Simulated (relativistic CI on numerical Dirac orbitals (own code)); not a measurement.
## Hf3+: what numerical and physical settings do to a radial Dirac CI calculation

Reference input:

```
atom Hf  Z=72  charge=3  electrons=69
nucleus A=180  rms_radius_fm=5.3470
hamiltonian dirac-coulomb  breit=on  qed=on  c_scale=1
orbitals kli  potential=per-configuration
slater_scale 1
correlation none
mixing on
grid step=0.0125 r_max=64.9
scf mixing=0.4 start=green max_iterations=150 tolerance=2e-08 node_fill=0.05
configurations
  [Xe] 4f14 5d
  [Xe] 4f14 6s
  [Xe] 4f14 6p
  [Xe] 4f14 5f
  [Xe] 4f13 5d2
end
```

Computed lowest total energy -15061.06489 Ha, first excitation 3930.1 cm⁻¹, 64 SCF steps. Runs with settings changed; * marks those that are bad on purpose (the QED terms keep the true α when c is scaled):

```tsv
Changed	Outcome	Lowest level	ΔE (Ha)	First excitation (cm⁻¹)	SCF steps	Message
iteration limit 20	converged	4f¹⁴5d ²D3/2	0	3930.1	64	
SCF mixing 0.2, speed of light × 2	converged	4f¹⁴5d ²D3/2	580	1097.7	71	
grid step 0.04	converged	4f¹⁴5d ²D3/2	0.000728	3930.1	64	
iteration limit 30	converged	4f¹⁴5d ²D3/2	0	3930.1	64	
node fill of the KLI weights 50 *	converged	4f¹⁴5d ²D3/2	1.35	5509.2	72	
end of the grid at 5.19 bohr *	not converged				13	orbital 5s not found
```

With so few configurations and no correlation, terms lie too far apart (by 10 to 50 % near neutrality), their order can be wrong, and levels of other configurations are missing.
